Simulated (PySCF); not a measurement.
# How methods differ on the ionisation energy of Ta⁴⁵⁺

Ta⁴⁵⁺ [Ar] 3d10 → Ta⁴⁶⁺ [Ar] 3d9 [3d3/2^4 3d5/2^5, M_J = 5/2], as a difference of total energies. Computed with PySCF 2.14 in an uncontracted even-tempered set (16 s from 11 bohr⁻², ratio 2.8; 13 p from 14 bohr⁻², ratio 2.8; 8 d from 14 bohr⁻², ratio 2.8; 3 f from 54 bohr⁻², ratio 3), with the two-component X2C-1e Hamiltonian. Correlated levels: [Ne] frozen; the 80 highest virtual spinors dropped. "Screened" scales the spin-orbit matrix elements by Boettger's factors to mimic the two-electron term; Breit and QED terms are absent.

```tsv
method	ionisation energy (eV)
GHF (spin-free)	3921.9
GMP2 (spin-free)	3923.2
GHF (screened spin-orbit)	3896.0
GMP2 (screened spin-orbit)	3897.4
```

Breit and QED terms and the two-electron picture change are absent.

The spin-free rows lack the spin-orbit shift.

For comparison: 3898.7 ± 2.5 eV (measured; NIST Atomic Spectra Database, ionization energies).
